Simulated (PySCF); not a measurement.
Ligands exchanged one at a time, Sn OH-OCH3. Isolated molecules, 0 K electronic values unless said otherwise. One relaxed conformer stands for each flexible species; it need not be the lowest. Strings in code marks are SMILES.

The HOMO–LUMO gap from two functionals at the same geometries (PBE0-D4/def2-SVP), both in PySCF: PBE-D3(BJ)/def2-TZVP and PBE0-D4/def2-TZVP. 

| species | PBE-D3(BJ)/def2-TZVP (eV) | PBE0-D4/def2-TZVP (eV) |
|---|---|---|
| 0 of 4 OH replaced by OCH3 (`[OH][Sn]([OH])([OH])[OH]`) | 4.56 | 7.31 |
| 1 of 4 OH replaced by OCH3 (`C[O][Sn]([OH])([OH])[OH]`) | 3.72 | 6.33 |
| 2 of 4 OH replaced by OCH3 (`C[O][Sn]([OH])([OH])[O]C`) | 3.71 | 6.30 |
| 4 of 4 OH replaced by OCH3 | 3.69 | 6.30 |

Over these rows, drawn at random from the members with no instability flagged (it was tested for open shells, ions and some series alone), PBE minus PBE0-D4: mean -2.64 eV, from -2.75 eV to -2.59 eV.
